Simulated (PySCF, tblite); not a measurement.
Isomers of C5H13NOSi2. Computed with GFN2-xTB (tblite): harmonic, unscaled wavenumbers at the GFN2-xTB geometry, gas phase. Against measured fundamentals such values can be off by several per cent, at times by over 20. Modes of hydrogen on silicon can be 10 to 20 % off. One conformer each.

Electronic energies: PBE0/pcSseg-1 single points on the GFN2-xTB geometries (PySCF, gas phase).

```tsv
SMILES	electronic energy, lowest = 0 (kcal/mol)
C=NC[SiH2][Si@H](O)C1CC1	26.9
CCNC(=O)[C@H]1C[SiH2][SiH2]1	20.1
C[SiH2]NC(=O)[C@@H]1CC[SiH2]1	0.3
CCNC(=O)C1[SiH2]C[SiH2]1	5.3
C[SiH](C)/C=C\C(=O)N[SiH3]	0.0
```

Q: How do GFN2-xTB zero-point energies change the relative energies?

A: 
| SMILES | ZPE (kcal/mol) | of it from modes above 1550 cm⁻¹ | electronic (kcal/mol) | with ZPE, lowest = 0 (kcal/mol) | lowest mode (cm⁻¹) | rings |
| --- | --- | --- | --- | --- | --- | --- |
| C[SiH](C)/C=C\C(=O)N[SiH3] | 103.2 | 57.2 | 0.0 | 0.0 | 38 | 0 |
| C[SiH2]NC(=O)[C@@H]1CC[SiH2]1 | 104.8 | 54.9 | 0.3 | 1.8 | 29 | 1 |
| CCNC(=O)C1[SiH2]C[SiH2]1 | 104.6 | 54.6 | 5.3 | 6.6 | 22 | 1 |
| CCNC(=O)[C@H]1C[SiH2][SiH2]1 | 105.2 | 54.1 | 20.1 | 22.1 | 32 | 1 |
| C=NC[SiH2][Si@H](O)C1CC1 | 104.7 | 55.4 | 26.9 | 28.5 | 22 | 1 |

The zero-point energies span 2.0 kcal/mol, from `C[SiH](C)/C=C\C(=O)N[SiH3]` to `CCNC(=O)[C@H]1C[SiH2][SiH2]1`. The order is unchanged.

Q: And how do the electronic energies of GFN2-xTB itself compare?

A: `C[SiH](C)/C=C\C(=O)N[SiH3]` 11.0; `C[SiH2]NC(=O)[C@@H]1CC[SiH2]1` 0.0; `CCNC(=O)C1[SiH2]C[SiH2]1` 21.6; `CCNC(=O)[C@H]1C[SiH2][SiH2]1` 23.5; `C=NC[SiH2][Si@H](O)C1CC1` 28.9 kcal/mol, lowest = 0. Against the energies above, taken from the same isomer `C[SiH](C)/C=C\C(=O)N[SiH3]`, the largest difference is 11.3 kcal/mol.

Q: What do entropy and thermal enthalpy add at 298.15 K and 1 bar (rigid rotor, harmonic oscillator, one conformer each)?

A: 
| SMILES | point group | symmetry number | S (cal/(mol K)) | H − H(0) (kcal/mol) | ZPE + H − H(0) − TS (kcal/mol) |
| --- | --- | --- | --- | --- | --- |
| C[SiH](C)/C=C\C(=O)N[SiH3] | Cs | 1 | 116.9 | 9.16 | 77.5 |
| C[SiH2]NC(=O)[C@@H]1CC[SiH2]1 | C1 | 1 | 112.4 | 8.49 | 79.7 |
| CCNC(=O)[C@H]1C[SiH2][SiH2]1 | C1 | 1 | 108.9 | 8.25 | 81.0 |

Not tabulated: `CCNC(=O)C1[SiH2]C[SiH2]1` (lowest mode only 22 cm⁻¹); `C=NC[SiH2][Si@H](O)C1CC1` (lowest mode only 22 cm⁻¹).
